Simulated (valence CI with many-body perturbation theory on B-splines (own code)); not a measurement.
The numbers below are computed, except where a source is named.
## Energy levels of Ga XXV

Level of theory: relativistic CI+MBPT: five valence electrons over a frozen Dirac-Fock core [He], radial functions for each j: 9 s, 9 p, 8 d, 6 f, 3 g, 1 h, with the one-electron correlation potential Σ1, the two-electron term Σ2, the three-electron term Σ3, Breit, model QED; selected CI, second order for the rest (own B-spline code, finite nucleus).

No measured levels were compared; by estimate levels of excited configurations hold to 0.05 to 0.15 % of their energy, terms of the ground configuration to about 0.5 %. Among the levels kept, up to 2000 cm⁻¹ of a level comes from second order outside the variational space, and about a tenth of that is noise between levels of different J, which matters for small intervals.

Levels 46 to 84 of 84, with energies above the lowest level, 2s²2p³ ⁴S°_3/2. "Leading %" is the weight of the configuration and term that name the level; weights of strongly mixed levels are sums over their largest components and can fall short. In the jj column 3d3/2^4 stands for four electrons in 3d with j = 3/2.

```
No.  Configuration  Term    J  E (Ry)  Leading %   Second component                     Leading jj      g
 46       2s²2p²3d    ⁴F  7/2  105.90         63   30 % 2s²2p²3d ⁴D  2s^2 2p1/2 2p3/2 3d5/2 (93 %)  1.284
 47       2s²2p²3d    ⁴D  1/2  105.91         80   14 % 2s²2p²3d ²P  2s^2 2p1/2 2p3/2 3d3/2 (98 %)  0.193
 48       2s²2p²3p   ²P°  1/2  105.91         81  12 % 2s²2p²3p ²S°      2s^2 2p3/2^2 3p3/2 (70 %)  0.891
 49       2s²2p²3d    ²F  7/2  106.30         40   26 % 2s²2p²3d ⁴D  2s^2 2p1/2 2p3/2 3d3/2 (66 %)  1.196
 50       2s²2p²3d    ⁴D  3/2  106.31         46   26 % 2s²2p²3d ²P  2s^2 2p1/2 2p3/2 3d5/2 (84 %)  1.243
 51       2s²2p²3d    ²F  5/2  106.31         46   35 % 2s²2p²3d ⁴P  2s^2 2p1/2 2p3/2 3d5/2 (88 %)  1.187
 52       2s²2p²3d    ⁴F  9/2  106.46         67   32 % 2s²2p²3d ²G  2s^2 2p1/2 2p3/2 3d5/2 (87 %)  1.257
 53        2s2p³3s   ⁴S°  3/2  106.53         69    7 % 2s2p³3s ²P°     2s 2p1/2^2 2p3/2 3s (47 %)  1.794
 54       2s²2p²3d    ⁴D  5/2  106.78         39   28 % 2s²2p²3d ²D  2s^2 2p1/2 2p3/2 3d3/2 (44 %)  1.334
 55       2s²2p²3d    ⁴P  3/2  106.91         56   19 % 2s²2p²3d ²P  2s^2 2p1/2 2p3/2 3d3/2 (75 %)  1.480
 56       2s²2p²3d    ⁴P  1/2  107.01         65   21 % 2s²2p²3d ²S  2s^2 2p1/2 2p3/2 3d3/2 (73 %)  2.275
 57       2s²2p²3p   ²P°  3/2  107.03         65  11 % 2s²2p²3p ²D°      2s^2 2p3/2^2 3p3/2 (85 %)  1.353
 58       2s²2p²3p   ²P°  1/2  107.17         89   5 % 2s²2p²3p ⁴D°      2s^2 2p3/2^2 3p1/2 (88 %)  0.670
 59       2s²2p²3d    ²P  1/2  107.23         80   11 % 2s²2p²3d ⁴D  2s^2 2p1/2 2p3/2 3d5/2 (63 %)  0.703
 60       2s²2p²3d    ²F  7/2  107.27         40   38 % 2s²2p²3d ²G  2s^2 2p1/2 2p3/2 3d5/2 (63 %)  1.090
 61       2s²2p²3d    ²D  5/2  107.31         63   30 % 2s²2p²3d ²F  2s^2 2p1/2 2p3/2 3d5/2 (52 %)  1.107
 62       2s²2p²3d    ²D  3/2  107.37         79   12 % 2s²2p²3d ²P  2s^2 2p1/2 2p3/2 3d5/2 (84 %)  0.860
 63       2s²2p²3p   ²P°  3/2  107.57         73  13 % 2s²2p²3p ²D°      2s^2 2p3/2^2 3p3/2 (90 %)  1.301
 64        2s2p³3p    ⁶P  3/2  107.88         84     9 % 2s2p³3p ⁴P  2s 2p1/2^2 2p3/2 3p1/2 (49 %)  2.280
 65        2s2p³3p    ⁶P  5/2  107.97         74    18 % 2s2p³3p ⁴P  2s 2p1/2^2 2p3/2 3p1/2 (43 %)  1.782
 66        2s2p³3p    ⁶P  7/2  108.39         84     9 % 2s2p³3p ⁴D  2s 2p1/2^2 2p3/2 3p3/2 (48 %)  1.646
 67       2s²2p²3d    ²F  7/2  108.57         52   25 % 2s²2p²3d ⁴D      2s^2 2p3/2^2 3d5/2 (85 %)  1.210
 68        2s2p³3s   ⁴D°  1/2  108.58         75   14 % 2s2p³3s ²P°     2s 2p1/2^2 2p3/2 3s (67 %)  0.332
 69        2s2p³3s   ⁴D°  3/2  108.63         66   19 % 2s2p³3s ⁴P°     2s 2p1/2^2 2p3/2 3s (56 %)  1.337
 70       2s²2p²3d    ²G  9/2  108.75         67   32 % 2s²2p²3d ⁴F      2s^2 2p3/2^2 3d5/2 (87 %)  1.181
 71        2s2p³3s   ⁴D°  5/2  108.76         67   20 % 2s2p³3s ⁴P°     2s 2p1/2 2p3/2^2 3s (64 %)  1.441
 72       2s²2p²3d    ²D  3/2  108.88         58   12 % 2s²2p²3d ⁴P      2s^2 2p3/2^2 3d3/2 (82 %)  1.014
 73       2s²2p²3d    ²D  5/2  108.91         43   20 % 2s²2p²3d ²F      2s^2 2p3/2^2 3d3/2 (69 %)  1.191
 74       2s²2p²3d    ²P  1/2  108.95         80    7 % 2s²2p²3d ⁴D      2s^2 2p3/2^2 3d5/2 (38 %)  0.821
 75        2s2p³3p    ⁴P  3/2  109.01         76     8 % 2s2p³3p ²P  2s 2p1/2^2 2p3/2 3p3/2 (57 %)  1.692
 76        2s2p³3p    ⁴P  5/2  109.12         71    17 % 2s2p³3p ⁶P  2s 2p1/2 2p3/2^2 3p3/2 (40 %)  1.595
 77       2s²2p²3d    ²F  7/2  109.17         57   30 % 2s²2p²3d ²G      2s^2 2p3/2^2 3d3/2 (87 %)  1.077
 78        2s2p³3p    ⁴P  1/2  109.23         86                     2s 2p1/2^2 2p3/2 3p3/2 (46 %)  2.469
 79        2s2p³3s   ⁴D°  7/2  109.35         98                        2s 2p1/2 2p3/2^2 3s (98 %)  1.424
 80        2s2p³3s   ²D°  3/2  109.44         63   18 % 2s2p³3s ²P°     2s 2p1/2 2p3/2^2 3s (54 %)  1.022
 81       2s²2p²3d    ²S  1/2  109.47         66   22 % 2s²2p²3d ⁴P      2s^2 2p3/2^2 3d3/2 (45 %)  2.030
 82       2s²2p²3d    ²P  3/2  109.61         70   11 % 2s²2p²3d ⁴P      2s^2 2p3/2^2 3d5/2 (80 %)  1.289
 83       2s²2p²3d    ²D  5/2  109.68         61   30 % 2s²2p²3d ²F      2s^2 2p3/2^2 3d5/2 (80 %)  1.106
 84        2s2p³3s   ²D°  5/2  110.01         79   13 % 2s2p³3s ⁴D°     2s 2p1/2 2p3/2^2 3s (92 %)  1.242
```

Names give the largest LS component (configuration and term), which can be under half, so a name can repeat, a term be missing and a line seem to break the LS rules; names also repeat where a configuration has a term twice.
